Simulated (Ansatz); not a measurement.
WS₂N₂H₄⁻, that is WS2(NH2)2 with one electron more. The state is a doublet with charge -1. Geometry PBE-D4/def2-SVP, that of the neutral singlet; atoms count from 1.

```csv
atom,x (Å),y (Å),z (Å)
W1,0.0391,-0.2347,-0.5725
S2,-0.9392,-2.0672,-1.1585
S3,1.1652,0.7093,-2.1533
N4,1.2767,-0.6557,0.8706
H5,2.1264,-0.1212,1.0762
H6,1.1429,-1.4187,1.5412
N7,-1.3366,1.0155,0.0071
H8,-2.2289,0.7375,0.4270
H9,-1.2454,2.0351,-0.0378
```

In the def2 sets W takes a core potential; there is no spin–orbit coupling. The highest occupied level of the charge -1 doublet lies above zero (up to 0.53 eV). By energy differences its removal costs 1.08 eV (vertical, to the charge 0 singlet, at PBE0-D4/def2-TZVPD); a positive level beside a positive removal energy at the same level points to self-interaction error.

Problem. Estimate the Mulliken populations from the PBE0/def2-TZVPD orbitals of Ansatz.

Solution. 
```json
{"atom": "W1", "charge (e)": "0.98", "spin (α − β)": "0.70", "d electrons": "3.94"}
{"atom": "S2", "charge (e)": "-0.73", "spin (α − β)": "0.14", "d electrons": "–"}
{"atom": "S3", "charge (e)": "-0.73", "spin (α − β)": "0.14", "d electrons": "–"}
{"atom": "N4", "charge (e)": "-0.51", "spin (α − β)": "-0.03", "d electrons": "–"}
{"atom": "H5", "charge (e)": "0.13", "spin (α − β)": "0.02", "d electrons": "–"}
{"atom": "H6", "charge (e)": "0.13", "spin (α − β)": "0.02", "d electrons": "–"}
{"atom": "N7", "charge (e)": "-0.51", "spin (α − β)": "-0.03", "d electrons": "–"}
{"atom": "H8", "charge (e)": "0.13", "spin (α − β)": "0.02", "d electrons": "–"}
{"atom": "H9", "charge (e)": "0.13", "spin (α − β)": "0.02", "d electrons": "–"}
```
Mulliken values and Mayer orders depend strongly on the basis. With diffuse functions, as here, like atoms can get unlike values, and bond orders can come out too low or too high.

Problem. Where does the spin sit?

Solution. Summed by element: W 0.70, S 0.29, N -0.05, H 0.07, of 1 unpaired in all. Largest on single atoms: W1 0.70, S3 0.14, S2 0.14.

Problem. And the Mayer bond orders between bonded heavy atoms (over 0.3)?

Solution. W1–S2 1.60 (2.16 Å); W1–S3 1.60 (2.16 Å); W1–N4 1.13 (1.95 Å); W1–N7 1.13 (1.95 Å).
